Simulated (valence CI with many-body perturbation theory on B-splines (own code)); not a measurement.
Results of a calculation; reference values are marked as such.
# Energy levels of Cu22+

Method: relativistic CI+MBPT: five valence electrons over a frozen Dirac-Fock core [He], a basis of 11 s, 11 p, 10 d, 8 f, 5 g, 2 h functions for each j, with the one-electron correlation potential Σ1, the two-electron term Σ2, the three-electron term Σ3, Breit, model QED; selected CI, second order for the rest, scaled by the run's own slope (own B-spline code, finite nucleus).

No measured levels were compared; by estimate levels of excited configurations hold to 0.05 to 0.15 % of their energy, terms of the ground configuration to about 0.5 %. Among the levels kept, up to 5500 cm⁻¹ of a level comes from second order outside the variational space, and about a tenth of that is noise between levels of different J, which matters for small intervals.

Levels 136 to 180 of 206, with energies above the lowest level, 2s²2p³ ⁴S°_3/2. "Leading %" is the weight of the configuration and term that name the level; weights of strongly mixed levels are sums over their largest components and can fall short, so below about 35 % the name and the second component can differ from the true leading terms, or belong to a minority configuration. In the jj column 3d3/2^4 stands for four electrons in 3d with j = 3/2.

```csv
No.,Configuration,Term,J,E (eV),Leading %,Second component,Leading jj
136,2s2p³3p,²D,5/2,1339.1,35,23 % 2s2p³3p ⁴P,2s 2p3/2^3 3p3/2 (45 %)
137,2s2p³3d,⁴F°,7/2,1339.3,58,21 % 2s2p³3d ⁴G°,2s 2p1/2^2 2p3/2 3d5/2 (42 %)
138,2s2p³3p,²P,3/2,1339.7,48,40 % 2s2p³3p ²D,2s 2p3/2^3 3p3/2 (46 %)
139,2s2p³3d,⁴G°,9/2,1339.8,73,19 % 2s2p³3d ⁴F°,2s 2p1/2 2p3/2^2 3d5/2 (54 %)
140,2s2p³3d,⁴D°,1/2,1340.5,88,7 % 2s2p³3d ²P°,2s 2p1/2^2 2p3/2 3d3/2 (47 %)
141,2s2p³3d,⁴D°,3/2,1341.5,66,11 % 2s2p³3d ²P°,2s 2p1/2^2 2p3/2 3d3/2 (40 %)
142,2s2p³3d,²S°,1/2,1343.2,49,42 % 2s2p³3d ⁴P°,2s 2p1/2^2 2p3/2 3d3/2 (50 %)
143,2s2p³3d,⁴F°,9/2,1343.5,99,,2s 2p1/2 2p3/2^2 3d5/2 (78 %)
144,2s2p³3p,²S,1/2,1343.5,51,17 % 2s2p³3p ²P,2s 2p1/2 2p3/2^2 3p3/2 (63 %)
145,2s2p³3d,⁴D°,5/2,1343.7,48,41 % 2s2p³3d ⁴P°,2s 2p1/2 2p3/2^2 3d5/2 (42 %)
146,2s2p³3d,⁴G°,11/2,1344.9,100,,2s 2p1/2 2p3/2^2 3d5/2 (100 %)
147,2s2p³3d,²G°,7/2,1345.3,62,16 % 2s2p³3d ⁴D°,2s 2p1/2^2 2p3/2 3d5/2 (33 %)
148,2s2p³3s,²P°,3/2,1345.5,72,18 % 2s2p³3s ⁴S°,2s 2p3/2^3 3s (72 %)
149,2s2p³3p,⁴P,3/2,1346.1,55,15 % 2s2p³3p ²P,2s 2p1/2 2p3/2^2 3p1/2 (59 %)
150,2s2p³3s,²P°,1/2,1346.1,68,24 % 2s2p³3s ²S°,2s 2p3/2^3 3s (70 %)
151,2s2p³3p,⁴P,1/2,1346.8,47,36 % 2s2p³3p ²P,2s 2p1/2 2p3/2^2 3p1/2 (60 %)
152,2s2p³3d,⁴P°,3/2,1347.7,48,21 % 2s2p³3d ⁴S°,2s 2p1/2^2 2p3/2 3d5/2 (50 %)
153,2s2p³3d,⁴D°,7/2,1348.1,73,16 % 2s2p³3d ²G°,2s 2p1/2 2p3/2^2 3d5/2 (45 %)
154,2s2p³3d,²G°,9/2,1349.1,82,11 % 2s2p³3d ⁴G°,2s 2p1/2 2p3/2^2 3d3/2 (69 %)
155,2s2p³3d,²D°,5/2,1349.5,48,23 % 2s2p³3d ²F°,2s 2p1/2 2p3/2^2 3d5/2 (45 %)
156,2s2p³3d,⁴D°,5/2,1350.0,45,45 % 2s2p³3d ⁴P°,2s 2p1/2 2p3/2^2 3d3/2 (81 %)
157,2s2p³3p,⁴P,5/2,1350.3,68,17 % 2s2p³3p ²D,2s 2p1/2 2p3/2^2 3p3/2 (66 %)
158,2s2p³3d,⁴P°,1/2,1350.4,52,33 % 2s2p³3d ²S°,2s 2p1/2 2p3/2^2 3d5/2 (71 %)
159,2s2p³3d,²P°,3/2,1351.4,37,36 % 2s2p³3d ⁴P°,2s 2p1/2 2p3/2^2 3d3/2 (51 %)
160,2s2p³3d,⁴S°,3/2,1353.3,46,18 % 2s2p³3d ⁴P°,2s 2p1/2 2p3/2^2 3d3/2 (47 %)
161,2s2p³3d,²P°,1/2,1354.0,72,11 % 2s2p³3d ⁴D°,2s 2p1/2 2p3/2^2 3d5/2 (74 %)
162,2s2p³3p,²P,3/2,1354.1,56,24 % 2s2p³3p ⁴P,2s 2p1/2 2p3/2^2 3p3/2 (46 %)
163,2s2p³3p,²P,1/2,1354.5,45,27 % 2s2p³3p ⁴P,2s 2p1/2 2p3/2^2 3p3/2 (42 %)
164,2s2p³3p,²F,5/2,1356.7,71,23 % 2s2p³3p ²D,2s 2p3/2^3 3p1/2 (37 %)
165,2s2p³3d,²D°,3/2,1358.3,61,14 % 2s2p³3d ²P°,2s 2p1/2 2p3/2^2 3d5/2 (72 %)
166,2s2p³3p,²F,7/2,1359.4,85,13 % 2s2p³3p ⁴D,2s 2p1/2 2p3/2^2 3p3/2 (58 %)
167,2s2p³3d,²F°,7/2,1359.5,79,7 % 2s2p³3d ⁴D°,2s 2p1/2 2p3/2^2 3d5/2 (50 %)
168,2s2p³3d,²F°,5/2,1360.0,46,36 % 2s2p³3d ²D°,2s 2p1/2 2p3/2^2 3d5/2 (71 %)
169,2s2p³3p,²D,3/2,1361.8,74,13 % 2s2p³3p ²P,2s 2p1/2 2p3/2^2 3p1/2 (35 %)
170,2s2p³3d,⁴F°,3/2,1362.3,78,13 % 2s2p³3d ²D°,2s 2p1/2 2p3/2^2 3d3/2 (87 %)
171,2s2p³3d,⁴F°,5/2,1362.9,63,16 % 2s2p³3d ⁴D°,2s 2p1/2 2p3/2^2 3d5/2 (47 %)
172,2s2p³3p,²D,5/2,1363.8,83,11 % 2s2p³3p ⁴P,2s 2p1/2 2p3/2^2 3p3/2 (49 %)
173,2s2p³3d,⁴F°,7/2,1363.8,55,21 % 2s2p³3d ⁴D°,2s 2p1/2 2p3/2^2 3d5/2 (61 %)
174,2s2p³3p,²P,3/2,1365.8,55,36 % 2s2p³3p ²D,2s 2p1/2 2p3/2^2 3p3/2 (50 %)
175,2s2p³3d,⁴P°,5/2,1366.5,51,16 % 2s2p³3d ⁴D°,2s 2p1/2 2p3/2^2 3d5/2 (64 %)
176,2s2p³3d,⁴D°,1/2,1366.9,64,12 % 2s2p³3d ⁴P°,2s 2p1/2 2p3/2^2 3d3/2 (74 %)
177,2s2p³3d,⁴F°,9/2,1367.1,59,24 % 2s2p³3d ²G°,2s 2p3/2^3 3d5/2 (51 %)
178,2s2p³3d,⁴D°,3/2,1367.4,38,23 % 2s2p³3d ⁴P°,2s 2p1/2 2p3/2^2 3d5/2 (48 %)
179,2s2p³3p,²P,1/2,1368.8,80,15 % 2s2p³3p ²S,2s 2p1/2 2p3/2^2 3p3/2 (54 %)
180,2s2p³3d,²D°,3/2,1369.4,63,19 % 2s2p³3d ⁴F°,2s 2p1/2 2p3/2^2 3d3/2 (28 %)
```

Names give the largest LS component (configuration and term), which can be under half, so a name can repeat, a term be missing and a line seem to break the LS rules; names also repeat where a configuration has a term twice.

Where two levels of one J and parity lie close, their mixing, g and order are uncertain.
